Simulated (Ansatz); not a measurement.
Energy needed to pull apart CH4OSe (SMILES C[Se]O), closed shell, into free ground-state atoms, from the structure below (displaced at random from a GFN2-xTB minimum); no zero-point or spin–orbit terms; open-shell atoms are treated unrestricted, in their ground-state multiplicity.

```xyz
7
angstrom
C -0.7489 0.4289 -0.3400
Se 1.1937 0.3993 -0.4043
O 1.3956 -1.1286 0.4410
H -1.1209 -0.5046 -0.8070
H -1.1105 1.2989 -0.9412
H -1.1263 0.5488 0.6494
H 1.6135 -1.0618 1.3671
```

Computed with Ansatz 0.2.0 (basis: def2-TZVPP); correlated methods freeze the cores. Filled d shells of the heavier atoms are correlated. The def2 sets are not built for correlating such inner shells, so the correlated values are less sure here.

```json
{"method": "PBE-D4", "atomization energy (kcal/mol)": "562.7"}
{"method": "r2SCAN-D4", "atomization energy (kcal/mol)": "549.6"}
{"method": "B97M-V", "atomization energy (kcal/mol)": "548.8"}
{"method": "PBE0-D4", "atomization energy (kcal/mol)": "?"}
{"method": "BHLYP-D4", "atomization energy (kcal/mol)": "525.6"}
{"method": "wB97M-V", "atomization energy (kcal/mol)": "548.7"}
{"method": "HF", "atomization energy (kcal/mol)": "370.8"}
{"method": "MP2", "atomization energy (kcal/mol)": "542.5"}
{"method": "CCSD", "atomization energy (kcal/mol)": "?"}
{"method": "CCSD(T)", "atomization energy (kcal/mol)": "534.5"}
```

Task: What does CCSD give? (An estimate is asked for; the value comes from the calculation.)

Result: The calculation gives: 524.8 kcal/mol, which is about 9.7 kcal/mol less than CCSD(T)/def2-TZVPP.

Task: What does PBE0-D4 give? (To be estimated.)

Result: Computed: 547.5 kcal/mol, which is about 13.0 kcal/mol more than CCSD(T)/def2-TZVPP.

In triple zeta the MP2 and coupled-cluster atomization energies are still short of their basis limit by a few kcal/mol a bond, whereas those of the functionals are nearly converged, so these differences are not deviations from converged CCSD(T).

The T1 diagnostic stays at or below 0.011.

For scale, one of the runs: CCSD(T)/def2-TZVPP forces, 166 basis functions (an equivalent command: `ansatz run in.yaml --threads 4`). The run took 2.6 min on 4 CPU threads (shared host), with 2.6 GiB of host memory at its peak.
